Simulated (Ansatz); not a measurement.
Computed with Ansatz on PBE0-D4/def2-TZVP structures; ΔE is electronic, products minus reactants. CBS: MP2 limit from def2 TZ/QZ plus the TZ coupled-cluster correction, frozen cores. DFT in def2-TZVPP. B3LYP here is the variant with VWN-RPA as its local correlation; programs differ in this. HSE06 is defined as in plane-wave codes. def2 core potentials past Kr. For In outer-core shells are correlated without core-valence functions, which leaves a few kJ/mol of doubt a bond. Each species was taken in one conformer, which may not be the lowest.

Consider the ligand exchange at the In–C bond: `C=[C](F)[InH2]` + `CCNC` → `CC[N](C)[InH2]` + `C=CF`.

| level | ΔE (kcal/mol) | difference from CCSD(T)/CBS |
| --- | --- | --- |
| LDA (SPW92) | -10.3 | -0.5 |
| revPBE-D4 | -8.0 | 1.8 |
| BLYP-D4 | -8.8 | 1.0 |
| r2SCAN-D4 | -8.2 | 1.6 |
| B97M-V | -8.4 | 1.4 |
| PBE0-D4 | -7.2 | 2.6 |
| r2SCANh-D4 | -7.8 | 2.0 |
| r2SCAN0-D4 | -7.3 | 2.5 |
| HSE06-D4 | -7.1 | 2.7 |
| BHLYP-D4 | -7.1 | 2.7 |
| CAM-B3LYP-D4 | -7.4 | 2.4 |
| ωB97X-V | -6.7 | 3.1 |
| ωB97M-V | -6.7 | 3.1 |
| B2PLYP | -7.6 | 2.2 |
| PBE-QIDH | -7.5 | 2.3 |
| PBE | -6.9 | 2.9 |
| revPBE | -5.4 | 4.4 |
| r2SCAN | -7.9 | 1.9 |
| PBE0 | -6.1 | 3.7 |
| B3LYP | -6.0 | 3.8 |
| r2SCANh | -7.4 | 2.4 |
| r2SCAN0 | -6.9 | 2.9 |
| HSE06 | -6.1 | 3.7 |
| BHLYP | -5.4 | 4.4 |
| CAM-B3LYP | -6.3 | 3.5 |
| RPA@PBE/def2-TZVPP | -8.5 | 1.3 |
| HF/def2-SVP | -4.3 | 5.5 |
| MP2/def2-SVP | -9.9 | -0.1 |
| CCSD/def2-SVP | -8.7 | 1.1 |
| CCSD(T)/def2-SVP | -9.5 | 0.3 |
| HF/def2-TZVPP | -3.2 | 6.6 |
| MP2/def2-TZVPP | -9.7 | 0.1 |
| SCS-MP2/def2-TZVPP | -8.7 | 1.1 |
| CCSD/def2-TZVPP | -7.7 | 2.1 |
| CCSD(T)/def2-TZVPP | -8.6 | 1.2 |
| MP2/def2-QZVPP | -10.5 | -0.7 |
| SCS-MP2/def2-QZVPP | -9.3 | 0.5 |
| HF/CBS(def2) | -3.4 | 6.4 |
| MP2/CBS(def2) | -10.9 | -1.1 |
| CCSD/CBS(def2) | -8.9 | 0.9 |
| CCSD(T)/CBS | -9.8 | 0 |

What do rigid-rotor, harmonic-oscillator terms from PBE0-D4/def2-TZVP frequencies (298.15 K, 1 bar) make of the CCSD(T)/CBS value? (An estimate is asked.)

The calculation gave: ΔZPE = -0.1 kcal/mol, ΔH = -10.1 kcal/mol, ΔS = -12 J/(mol·K), ΔG = -9.2 kcal/mol.

Largest T1 diagnostic among the species: 0.016.

From BLYP to BHLYP (50 % exact exchange), in def2-TZVPP and without D4, ΔE moves by +1.0 kcal/mol. In def2-TZVPP, CCSD(T) changes the Hartree–Fock value by −5.4 kcal/mol (the triples alone add −0.9 kcal/mol) and MP2 by −6.5 kcal/mol. Leaving LDA and LC-ωPBE aside and taking each functional with its dispersion term where it has one, the values spread over 2.1 kcal/mol, from BLYP-D4 to ωB97M-V. LDA lies −3.4 kcal/mol from PBE without D4.
